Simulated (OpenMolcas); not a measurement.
Pd III: from CASSCF to CASPT2

```
Program             : OpenMolcas
Basis               : ANO-RCC-VTZP [7s6p4d2f1g]
Scalar Hamiltonian  : DKH2, point nucleus
Active space        : 8 electrons in 5 orbitals (4d)
State averaging     : 2S+1 = 3 even, 10 roots; 2S+1 = 1 even, 15 roots kept (CI in the orbitals of an earlier block)
Spin-orbit coupling : state interaction with AMFI integrals over the reference wave functions, term energies averaged over their components
```

Methods on the same reference wave functions:
A. CASSCF
B. SS-CASPT2, IPEA 0.25 Eh, imaginary shift 0.1 Eh (closed shells correlated: 4s 4p)

Energies in cm-1 above 4d8 3F4, the measured ground level; measured values from Moore, Atomic Energy Levels, vol. III, NSRDS-NBS 35 (1971 reprint of NBS Circular 467, 1958).

| Level | A | B | Measured |
| --- | --- | --- | --- |
| 4d8 3F4 | 0.0 | 0.0 | 0.0 |
| 4d8 3F3 | 3119 | 3140 | 3230 |
| 4d8 3F2 | 4806 | 4570 | 4687 |
| 4d8 3P1 | 17416 | 14060 | 13470 |
| 4d8 3P0 | 17747 | 14310 | 13699 |
| 4d8 1G4 | 21523 | 18380 | 17880 |
| 4d8 1S0 | 50406 | 42170 |  |

Deviations, from unrounded energies. A percentage is the sum of absolute deviations over the sum of measured energies, with the sign that they share, or ± where signs differ.

```
                        Against measurement  Levels      A     B
             mean absolute deviation (cm-1)       5   2400   380
      fine structure of the ground term (%)       2   ±2.9  -2.6
other terms of the ground configuration (%)       3  +25.8  +3.8
```

B lies closest to measurement on these levels. The largest miss of B in the table is 4d8 3P0, by +610 cm-1. The ranking rests on the paired levels alone, and a cruder setting can come out closer through cancelling errors.

From A to B the spin-free energies of the other terms of 4d8 shown, above 3F, scale by factors of 0.76 to 0.83, as is usual when dynamic correlation screens the repulsion within a d or f shell.

The lowest spin-free term lies below A's lowest term by 0.513 hartree in B.

CASPT2 breaks the degeneracy within a term, and the mean is taken; among the terms shown or strongly mixed into the levels shown the widest spread is 800 cm-1 (4d8 3F, B). Levels of configurations with an s electron are missing; early in the row they begin among the upper levels of the d shell and mix with terms of their name. Terms from blocks run as CI alone lack orbitals of their own. Without dynamic correlation excited terms often stand tens of per cent too high (terms of higher spin than the ground term too low), and those without a measured partner can miss by more than the paired ones (holds for A). Computed and measured levels are paired by configuration, term and J; levels that our copy of the source lacks, or whose pairing is in doubt (as where it misses far off the trend of its configuration), stay unpaired and out of the deviations. Only configurations of the active space appear. Levels that lie high or do not pair safely by name in every column are left out.
